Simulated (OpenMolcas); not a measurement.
# Se²⁺: Slater's ratio, the spin-orbit constant, worked from levels

* Program: OpenMolcas 26.06
* Basis: ANO-RCC-VTZP [6s5p3d1f]
* Scalar Hamiltonian: DKH2, point nucleus
* Active space: 2 electrons in 3 orbitals (4p)
* State averaging: 2S+1 = 3 even, 3 roots; 2S+1 = 1 even, 6 roots
* Spin-orbit coupling: RASSI with atomic mean-field integrals over the reference wave functions, term energies averaged over their components

Methods: CASSCF; SS-CASPT2, IPEA 0.25 Eh, imaginary shift 0.1 Eh (closed shells correlated: 3d 4s). Measured levels: Moore, Atomic Energy Levels, vol. II, NSRDS-NBS 35 (1971 reprint of NBS Circular 467, 1952).

**Slater's ratio.** With one set of orbitals, p2 has ¹D - ³P = 6 F2 and ¹S - ¹D = 9 F2 (F2 = F²/25), a ratio of 3/2. Term energies are centres of gravity, weighted by 2J + 1.

| Source | ¹D - ³P | ¹S - ³P | F2 from the first | Ratio |
| --- | --- | --- | --- | --- |
| CASSCF | 12948 | 31696 | 2158 | 1.448 |
| SS-CASPT2 | 10555 | 26170 | 1759 | 1.479 |

Energies in cm-1. A ratio away from 3/2 shows effects beyond one configuration with one set of orbitals, and in heavier atoms second-order spin-orbit shifts.

**The spin-orbit constant.** For the Hund term ³P of p2, E(J) = (A/2) J(J+1) + constant and ζ = 2S·A = 2A. From J = 0 to J = 2 the energy changes by 3 A.

```csv
Source,E(2) - E(0),A,ζ
CASSCF,3605.6,1201.9,2404
SS-CASPT2,3606.7,1202.2,2404
measured,3937.0,1312.3,2625
```

All in cm-1. SS-CASPT2 is off by -8.4 % and CASSCF by -8.4 %. Both methods take the spin-orbit matrix elements from the reference wave functions, so the second can move ζ only through the term energies and any multistate remixing. Second-order mixing with other terms is absorbed into this ζ.

CASPT2 breaks the degeneracy within a term, and the mean is taken; among the terms shown or strongly mixed into the levels shown the widest spread is 100 cm-1 (4s² 4p² ¹D, SS-CASPT2). With the s shell closed, the reference lacks s² → p² mixing. Computed and measured levels are paired by configuration, term and J; levels that our copy of the source lacks, or whose pairing is in doubt (as where it misses far off the trend of its configuration), stay unpaired and out of the deviations. Only configurations of the active space appear.
